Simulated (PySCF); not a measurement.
C₆H₁₁O, doublet, at a GFN2-xTB geometry. Base run: M06/STO-3G (PySCF).

The PySCF input:
```python
from pyscf import gto, scf, dft

mol = gto.Mole()
mol.atom = '''
    C     2.785834    0.557502    0.519731
    C     2.274402   -0.257549   -0.594343
    C     0.849971   -0.766945   -0.344038
    C    -0.139220    0.391403   -0.255062
    C    -1.521295   -0.047816    0.173597
    C    -2.591054    1.000866   -0.020060
    O    -1.755561   -1.137576    0.629788
    H     2.590184    0.261789    1.532450
    H     3.451281    1.379687    0.345886
    H     2.917814   -1.140642   -0.740759
    H     2.310175    0.312142   -1.527334
    H     0.819058   -1.328535    0.590622
    H     0.548707   -1.442279   -1.146691
    H     0.225128    1.110096    0.486869
    H    -0.208122    0.919841   -1.208357
    H    -2.236175    1.978037    0.296358
    H    -3.486655    0.730369    0.532708
    H    -2.838739    1.055331   -1.079012
'''
mol.basis = 'sto-3g'
mol.charge = 0
mol.spin = 1
mol.verbose = 3
mol.build()

mf = dft.UKS(mol)
mf.xc = 'm06'
mf.kernel()
```

Variants of this job, named by their change:

| change | ΔE vs base (mEh) | grid points | electrons on the grid |
|---|---|---|---|
| base | 0.000 | 206680 | 55.00002 |
| grids.prune = off | -0.001 | 324656 | 55.00001 |
| grids.level = 7 | 0.000 | 1157552 | 55.00000 |
| grids.radi_method = mura_knowles | -0.009 | 197176 | 55.00001 |
| grids.level = 5 | 0.000 | 559792 | 55.00000 |
| grids.atom_grid = (30, 110) | 20.278 | 44328 | 54.99992 |
| grids.atom_grid = (50, 194) | 0.080 | 118912 | 55.00004 |
| grids.atom_grid = (75, 302) | -0.006 | 262008 | 55.00001 |
| grids.radi_method = delley | -0.005 | 222592 | 55.00002 |
| grids.becke_scheme = stratmann | -0.003 | 206680 | 55.00001 |
| grids.level = 1 | 1.838 | 63456 | 55.00001 |

Open shells are given as the SCF converged; they aren't shown to be the lowest states, and a large step between rows can be another state.
